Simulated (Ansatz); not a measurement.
```xyz
3

O     0.0085   -0.0027    0.1093
H     0.0094    0.7653   -0.4761
H    -0.0099   -0.7487   -0.4709
```

Basis set: aug-cc-pVDZ (spherical functions). Correlated methods keep 1 orbital frozen. Charge 0, multiplicity 1.

Computed with Ansatz (development build ahead of 0.2.0); each method stands on the lowest determinant of its kind that the runs found. Restricted open shells among the atoms or ions are ROHF, correlated in semicanonical orbitals with singles. Restricted functionals stand beside restricted open-shell atoms, which can lie above the unrestricted atoms usual in DFT and then raise those values.

Task: Give the atomization energy at this shape (free ground-state atoms in the same class of orbitals less the molecule, no zero-point energy) of singlet H2O by ωB97X (restricted), RHF-MP2, RHF.

Result:

| method | atomization energy |
| --- | --- |
| ωB97X (restricted) | 9.93 eV |
| RHF-MP2 | 9.67 eV |
| RHF | 6.83 eV |
